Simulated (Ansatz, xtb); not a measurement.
## C3H10OSi3: which of two isomers lies lower

We compare I, `C=C1C[SiH2]O[SiH2][SiH2]1`, a singlet, with II, `C[SiH2]C#C[SiH2]O[SiH3]`, a singlet. Both are isolated molecules in the gas phase, relaxed with r2SCAN-D4/def2-SVP; the shapes shown needn't be the lowest conformers.

I (Å):

```yaml
atoms:
  - { symbol: C, position_ang: [1.4123, -2.2594, 1.3317] }
  - { symbol: C, position_ang: [0.9969, -1.2070, 0.5994] }
  - { symbol: C, position_ang: [-0.3104, -1.2078, -0.1556] }
  - { symbol: O, position_ang: [1.0979, -0.5175, -2.6030] }
  - { symbol: Si, position_ang: [-0.0474, -1.5667, -1.9980] }
  - { symbol: Si, position_ang: [2.4720, 0.2303, -2.0021] }
  - { symbol: Si, position_ang: [2.1173, 0.2918, 0.3318] }
  - { symbol: H, position_ang: [0.7885, -3.1559, 1.4515] }
  - { symbol: H, position_ang: [2.3816, -2.2647, 1.8409] }
  - { symbol: H, position_ang: [-0.8248, -0.2320, -0.0710] }
  - { symbol: H, position_ang: [-1.0028, -1.9734, 0.2423] }
  - { symbol: H, position_ang: [0.4200, -2.9769, -2.1546] }
  - { symbol: H, position_ang: [-1.3139, -1.3663, -2.7586] }
  - { symbol: H, position_ang: [3.6818, -0.5860, -2.3357] }
  - { symbol: H, position_ang: [2.6146, 1.5631, -2.6593] }
  - { symbol: H, position_ang: [1.3925, 1.5466, 0.7151] }
  - { symbol: H, position_ang: [3.3690, 0.1738, 1.1396] }
```

II (Å):

```yaml
atoms:
  - { symbol: C, position_ang: [-2.0183, -3.6292, 0.2076] }
  - { symbol: C, position_ang: [0.7383, -2.3660, 0.0401] }
  - { symbol: C, position_ang: [1.3190, -1.3195, -0.2469] }
  - { symbol: O, position_ang: [0.9385, 1.3539, -1.1532] }
  - { symbol: Si, position_ang: [-0.1815, -3.9052, 0.4600] }
  - { symbol: Si, position_ang: [2.1110, 0.2724, -0.7006] }
  - { symbol: Si, position_ang: [-0.6552, 1.4086, -1.6303] }
  - { symbol: H, position_ang: [-2.5848, -4.5411, 0.4549] }
  - { symbol: H, position_ang: [-2.2322, -3.3634, -0.8393] }
  - { symbol: H, position_ang: [-2.3813, -2.8121, 0.8500] }
  - { symbol: H, position_ang: [0.1186, -4.2545, 1.8804] }
  - { symbol: H, position_ang: [0.3217, -5.0038, -0.4173] }
  - { symbol: H, position_ang: [3.0506, 0.0398, -1.8318] }
  - { symbol: H, position_ang: [2.8446, 0.8158, 0.4726] }
  - { symbol: H, position_ang: [-1.0089, 2.8354, -1.8650] }
  - { symbol: H, position_ang: [-1.5413, 0.8427, -0.5701] }
  - { symbol: H, position_ang: [-0.8515, 0.6341, -2.8926] }
```

**Question.** Estimate which is lower in electronic energy at CCSD(T)/def2-SVP + ΔMP2/def2-TZVPP, and by roughly how much.

**Answer.** The CCSD(T)/def2-SVP + ΔMP2/def2-TZVPP calculation puts structure I lower, by 12.0 kcal/mol.

How the difference moves with the method:

```json
{"level": "r2SCAN-D4/def2-SVP", "geometry": "r2SCAN-D4/def2-SVP", "E(II) − E(I) (kcal/mol)": "+21.3", "departure from the last row (kcal/mol)": "+9.3", "job, with rough time for the two": "optimisation, 2.6 min"}
{"level": "HF/def2-SVP", "geometry": "r2SCAN-D4/def2-SVP", "E(II) − E(I) (kcal/mol)": "+6.8", "departure from the last row (kcal/mol)": "−5.2", "job, with rough time for the two": "part of the CCSD(T) run"}
{"level": "MP2/def2-SVP", "geometry": "r2SCAN-D4/def2-SVP", "E(II) − E(I) (kcal/mol)": "+12.1", "departure from the last row (kcal/mol)": "+0.1", "job, with rough time for the two": "part of the CCSD(T) run"}
{"level": "CCSD(T)/def2-SVP", "geometry": "r2SCAN-D4/def2-SVP", "E(II) − E(I) (kcal/mol)": "+14.7", "departure from the last row (kcal/mol)": "+2.6", "job, with rough time for the two": "single point"}
{"level": "CCSD(T)/def2-SVP + ΔMP2/def2-TZVPP", "geometry": "r2SCAN-D4/def2-SVP", "E(II) − E(I) (kcal/mol)": "+12.0", "departure from the last row (kcal/mol)": "", "job, with rough time for the two": "single point, 95 s"}
```

As drawn, II has 1 C–Si, 1 C≡C, 1 Si–H in place of 1 C=C, 1 C–C, 1 Si–Si, 1 C–H. Structure I has a 6-membered ring, II no ring.

The levels shown agree on the order. The largest departure from CCSD(T)/def2-SVP + ΔMP2/def2-TZVPP is that of r2SCAN-D4/def2-SVP, 9.3 kcal/mol. A small imaginary or near-zero mode remains, so no thermal terms are given. Levels run at GFN2-xTB geometries aren't shown. The last row adds to CCSD(T) the change of the MP2 difference between the two basis sets, here −2.6 kcal/mol.

The correlated steps freeze 19 core orbitals. Run with Ansatz 0.2.0, xtb 6.7.1; the last row on 4 threads of Arm Neoverse V1 on a shared host.
